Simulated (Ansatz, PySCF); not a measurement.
Process, species as SMILES: [CH2][SiH2]C -> C[SiH]C
Geometries: B3LYP-D3(BJ)/def2-TZVP minima from Ansatz (a first-principles code), one conformer each, not searched for the lowest.

Wanted: isomerisation energy (enthalpy at 298 K, with B3LYP-D3(BJ) rigid-rotor harmonic-oscillator terms from PySCF), in eV. Valence correlation only, unless marked. Open shells are spin-unrestricted. No spin-orbit coupling. Non-relativistic. CBS(X,Y): correlation extrapolated as X^-3; Hartree-Fock from the larger set (for Q and 5 zeta extrapolated as (X+1)exp(-9√X)).

```
level           program  isomerisation energy (eV)
--------------  -------  -------------------------
HF/cc-pV(D+d)Z   Ansatz                      -0.04
```

Question: Estimate the value at CCSD(T)/CBS(cc-pV(Q+d)Z,cc-pV(5+d)Z) as computed with Ansatz.

Answer: -0.33 eV
